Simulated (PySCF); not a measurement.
## Radial density of Zn²⁺ (zinc, charge +2)

BP86, [Ar] 3d10, closed-shell 1S. All numbers are calculated (PySCF 2.14, a scalar-relativistic core potential, in cc-pVDZ-PP with ECP10MDF (4s4p3d1f, 38 functions)). This is the valence pseudo-density: the core potential removes the inner electrons and smooths the orbitals near the nucleus.

```json
{"r (bohr)": "0.00638", "4πr²ρ (e/bohr)": "1.199e-05"}
{"r (bohr)": "0.0107", "4πr²ρ (e/bohr)": "3.385e-05"}
{"r (bohr)": "0.0181", "4πr²ρ (e/bohr)": "0.0001019"}
{"r (bohr)": "0.0304", "4πr²ρ (e/bohr)": "0.0004731"}
{"r (bohr)": "0.0511", "4πr²ρ (e/bohr)": "0.005169"}
{"r (bohr)": "0.0859", "4πr²ρ (e/bohr)": "0.07292"}
{"r (bohr)": "0.145", "4πr²ρ (e/bohr)": "0.7310"}
{"r (bohr)": "0.243", "4πr²ρ (e/bohr)": "4.591"}
{"r (bohr)": "0.409", "4πr²ρ (e/bohr)": "17.85"}
{"r (bohr)": "0.688", "4πr²ρ (e/bohr)": "22.78"}
{"r (bohr)": "1.16", "4πr²ρ (e/bohr)": "7.236"}
{"r (bohr)": "1.95", "4πr²ρ (e/bohr)": "0.9300"}
{"r (bohr)": "3.27", "4πr²ρ (e/bohr)": "0.04354"}
```

Energies and moments cover only the electrons outside the core potential.
